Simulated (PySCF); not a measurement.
ZnFBr, SMILES [F][Zn][Br]. Geometry optimised at B3LYP-D3(BJ)/def2-TZVP.

Q: Give the equilibrium geometry at B3LYP-D3(BJ)/def2-TZVP (PySCF confirms it by a frequency run) as a Z-matrix, and its point group. (The exact figures need the calculation; the answer reports its results.)

A: point group C∞v.
```
Zn
F 1 1.7522
Br 1 2.2256 2 180.00
```
Charge 0, spin multiplicity 1.
